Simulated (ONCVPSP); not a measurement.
**An all-electron radial function and its pseudo partner (Cs (Z = 55))**

Columns: radius, all-electron u(r) and pseudo u(r) of the 5p shell (level -14.15 eV) of caesium in the configuration [Kr] 4d10 5s2 5p6 6s0.5 6p0.5; PBE, scalar-relativistic, ONCV scheme, ONCVPSP 4.0.1.

| r (bohr) | all-electron | pseudo |
| --- | --- | --- |
| 0.182 | 0.2284 | 0.0210 |
| 0.365 | -0.0657 | 0.0820 |
| 0.548 | -0.3886 | 0.1752 |
| 0.730 | -0.2698 | 0.2887 |
| 0.912 | 0.0407 | 0.4099 |
| 1.095 | 0.3477 | 0.5262 |
| 1.277 | 0.5747 | 0.6248 |
| 1.460 | 0.7156 | 0.6985 |
| 1.642 | 0.7821 | 0.7419 |
| 1.825 | 0.7941 | 0.7551 |
| 2.007 | 0.7685 | 0.7407 |
| 2.190 | 0.7195 | 0.7039 |
| 2.372 | 0.6581 | 0.6516 |
| 2.555 | 0.5913 | 0.5897 |
| 2.738 | 0.5242 | 0.5245 |
| 2.920 | 0.4604 | 0.4608 |
| 3.102 | 0.4012 | 0.4013 |
| 3.285 | 0.3472 | 0.3472 |
| 3.468 | 0.2991 | 0.2990 |
| 3.650 | 0.2567 | 0.2567 |
| 3.832 | 0.2197 | 0.2197 |
| 4.015 | 0.1873 | 0.1873 |
| 4.198 | 0.1593 | 0.1593 |
| 4.380 | 0.1353 | 0.1353 |
| 4.562 | 0.1147 | 0.1147 |
| 4.745 | 0.0971 | 0.0971 |

Question: How many radial nodes do the two functions have?

Answer: The all-electron 5p function has n − l − 1 = 3 (the table is too coarse to show those close to the nucleus); the pseudo-wave has 0, since the states of the same l below it are removed with the core.

Question: At about which radius was the pseudo-wave matched?

Answer: 3.30 bohr. The columns agree to 0.0005 from 2.74 bohr on; several derivatives are matched, so the curves merge somewhat inside the radius.

Question: Is the pseudo-wave norm-conserving?

Answer: Yes: the ONCV scheme keeps the norm inside the radius equal to the all-electron one, which fixes the energy derivative of the logarithmic derivative at the level.
